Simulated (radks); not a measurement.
Results of a calculation; reference values are marked as such.
Species: the molybdenum ion Mo3+. Configuration: [Kr] 4d3. Code: a radial shooting solver on a logarithmic mesh with Libxc functionals. Model: Dirac Kohn-Sham, PBEsol, spin-unpolarised, spherical densities, finite nucleus; open shells fill j = l - 1/2 first; Fermi nuclear charge, rms radius 4.4091 fm.

Spin-orbit splittings of the eigenvalues, e(l+1/2) - e(l-1/2), with zeta = 2 splitting/(2l+1) and mean radii in bohr:

\begin{tabular}{lrrrrr}
shell & occ. & splitting (eV) & zeta (eV) & <r> j=l-1/2 & <r> j=l+1/2 \\ \hline
2p & 6 & 106.5 & 70.97 & 0.1308 & 0.1354 \\
3p & 6 & 17.54 & 11.69 & 0.4235 & 0.4341 \\
3d & 10 & 3.323 & 1.329 & 0.4132 & 0.4167 \\
4p & 6 & 2.593 & 1.729 & 1.193 & 1.221 \\
4d & 3 & 0.2881 & 0.1152 & 1.600 & 1.612 \\
5p & 0 & 0.4049 & 0.2700 & 3.094 & 3.150 \\
\end{tabular}
